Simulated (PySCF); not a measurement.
## How methods differ on the excitation energy of F²⁺

F²⁺ [He] 2s2 2p3 (4S) → F²⁺ [He] 2s1 2p4 (4P), as a difference of total energies. All numbers are calculated (PySCF 2.14, no relativity, point nucleus, in dyall-acv3z). Correlated levels: valence: 1s2 frozen; valence and next inner shell: nothing frozen; virtual orbitals above 40 to 60 times the deepest correlated orbital energy dropped. The calculations carry no spin-orbit coupling.

```
                                method  excitation energy (eV)
                                   UHF                  18.817
                                   LDA                  18.022
                                   PBE                  17.729
                                  PBE0                  18.083
                                r2SCAN                  17.721
                                 TPSSh                  18.080
                               r2SCANh                  17.845
                             CAM-B3LYP                  18.228
                                revPBE                  17.685
                         MP2 (valence)                  18.903
                     SCS-MP2 (valence)                  18.919
    MP2 (valence and next inner shell)                  18.881
SCS-MP2 (valence and next inner shell)                  18.915
```

**Question.** How much does correlation contribute at MP2 (valence and next inner shell)?

**Answer.** 18.881 − (18.817) = 0.064 eV, measured against UHF.

A first-order spin-orbit estimate (lowest level to lowest level, LS coupling) adds -0.023 eV.
